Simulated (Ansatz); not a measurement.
**A relaxation, step by step**

BSiH₅SF₂, closed shell, PBE0-D4/def2-TZVP (Ansatz 0.2.0). Settings:

```yaml
hamiltonian: {xc: pbe0, dispersion: d4}
relax: {f_tol: 0.005, max_steps: 200}
```

Start, a step off a saddle point along its unstable mode:

| atom | x (Å) | y (Å) | z (Å) |
| --- | --- | --- | --- |
| B1 | 0.3099 | -0.9901 | -0.3229 |
| S2 | 1.0506 | -0.5152 | -1.9741 |
| F3 | -0.8011 | -1.8130 | -0.4003 |
| F4 | 1.1733 | -1.2724 | 0.7215 |
| H5 | -0.0018 | 0.3833 | -0.5727 |
| Si6 | -0.7922 | 0.8127 | 0.7759 |
| H7 | 2.1320 | 0.0828 | -1.4207 |
| H8 | 0.1329 | 1.9003 | 1.1553 |
| H9 | -1.9614 | 1.3327 | 0.0420 |
| H10 | -1.2423 | 0.0787 | 1.9962 |

```csv
step,energy less the last (meV),largest force component (eV/Å)
1,1397.4,1.482
7 (rejected trial),93.1,0.717
13,12.1,0.060
19,8.6,0.038
25,8.2,0.034
31,7.6,0.011
37,7.5,0.005
43,7.4,0.010
49 (rejected trial),7.4,0.025
55,7.3,0.014
61,7.2,0.014
67,6.9,0.081
73,5.4,0.010
79,2.0,0.101
85 (rejected trial),0.5,0.069
88,0.0,0.003
```

Step 13, positions (Å) and forces (eV/Å):

| atom | x | y | z | Fx | Fy | Fz |
| --- | --- | --- | --- | --- | --- | --- |
| B1 | 0.818 | -1.597 | -0.701 | -0.060 | -0.034 | 0.007 |
| S2 | 1.450 | -1.058 | -2.297 | 0.034 | 0.019 | -0.012 |
| F3 | -0.314 | -2.270 | -0.657 | 0.013 | 0.011 | 0.005 |
| F4 | 1.446 | -1.360 | 0.435 | 0.021 | 0.014 | 0.013 |
| H5 | -0.563 | 0.806 | -0.228 | -0.005 | 0.010 | 0.006 |
| Si6 | -1.190 | 1.349 | 1.006 | -0.013 | 0.010 | -0.012 |
| H7 | 2.542 | -0.466 | -1.786 | -0.011 | -0.006 | -0.006 |
| H8 | -0.261 | 2.320 | 1.638 | -0.001 | -0.010 | -0.004 |
| H9 | -2.455 | 2.037 | 0.641 | 0.020 | -0.015 | 0.009 |
| H10 | -1.474 | 0.239 | 1.949 | 0.004 | 0.000 | -0.007 |

Step 31, positions (Å) and forces (eV/Å):

| atom | x | y | z | Fx | Fy | Fz |
| --- | --- | --- | --- | --- | --- | --- |
| B1 | 0.815 | -1.525 | -0.612 | 0.002 | -0.010 | 0.001 |
| S2 | 1.472 | -1.148 | -2.245 | -0.001 | 0.002 | 0.003 |
| F3 | -0.264 | -2.275 | -0.509 | 0.004 | 0.006 | -0.004 |
| F4 | 1.381 | -1.091 | 0.499 | -0.002 | 0.004 | 0.000 |
| H5 | -0.726 | 0.893 | -0.425 | -0.004 | 0.003 | 0.006 |
| Si6 | -1.180 | 1.289 | 0.935 | 0.001 | 0.004 | 0.000 |
| H7 | 2.491 | -0.409 | -1.780 | -0.001 | -0.002 | -0.001 |
| H8 | -0.083 | 2.016 | 1.622 | -0.009 | -0.005 | -0.005 |
| H9 | -2.365 | 2.175 | 0.809 | 0.011 | -0.007 | 0.001 |
| H10 | -1.541 | 0.075 | 1.707 | 0.002 | 0.005 | -0.002 |

Step 73, positions (Å) and forces (eV/Å):

```
atom       x       y       z      Fx      Fy      Fz
  B1   0.793  -1.590  -0.681   0.003   0.010  -0.002
  S2   1.615  -0.874  -2.113  -0.001  -0.002  -0.005
  F3  -0.168  -2.472  -0.863  -0.004  -0.008  -0.001
  F4   1.122  -1.273   0.558  -0.001  -0.003   0.006
  H5  -1.220   0.473  -0.356  -0.003   0.000  -0.001
 Si6  -1.159   1.262   0.902   0.002  -0.007   0.000
  H7   2.438  -0.101  -1.387   0.003   0.003   0.003
  H8   0.188   1.872   1.031   0.001   0.002  -0.002
  H9  -2.187   2.332   0.851   0.001   0.002  -0.001
 H10  -1.420   0.371   2.058  -0.001   0.002   0.004
```

Last step (88):

B1  (0.784, -1.636, -0.748)
S2  (1.623, -0.610, -1.965)
F3  (-0.055, -2.566, -1.157)
F4  (0.981, -1.501, 0.551)
H5  (-1.488, 0.185, -0.104)
Si6  (-1.125, 1.240, 0.878)
H7  (2.290, 0.114, -1.052)
H8  (0.275, 1.673, 0.636)
H9  (-2.036, 2.400, 0.708)
H10  (-1.249, 0.701, 2.254)
(Å)

Hardware: 4 CPU threads of an Arm Neoverse V2, shared host. Wall time about 4.2 min.
